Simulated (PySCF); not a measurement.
**How methods differ on the ionisation energy of Zr³⁸⁺**

Zr³⁸⁺ 1s2 (1S) → Zr³⁹⁺ 1s1 (2S), as a difference of total energies. Calculation: PySCF 2.14, in an even-tempered Gaussian basis (17 s from 62 bohr⁻², ratio 2.2; 7 p from 95 bohr⁻², ratio 2.4; 4 d from 280 bohr⁻², ratio 2.4; 3 f from 430 bohr⁻², ratio 2.4; 3 g from 640 bohr⁻², ratio 2.4); the spin-free X2C one-electron Hamiltonian (Gaussian nucleus). Correlated levels: nothing frozen; virtual orbitals above 40 to 60 times the deepest correlated orbital energy dropped. The calculations carry no spin-orbit coupling.

```csv
method,ionisation energy (eV),difference from reference (eV)
UHF,21542.2,+25.7
MP2 (all electrons),21543.6,+27.1
SCS-MP2 (all electrons),21543.9,+27.4
CCSD (all electrons),21543.6,+27.1
```

Reference: 21516.5 eV (theoretical estimate listed by NIST; NIST Atomic Spectra Database, ionization energies).

For this ion Breit and QED terms and the two-electron picture change, all absent here, outweigh the differences among the correlated methods.

With two correlated electrons CCSD is exact in that space.
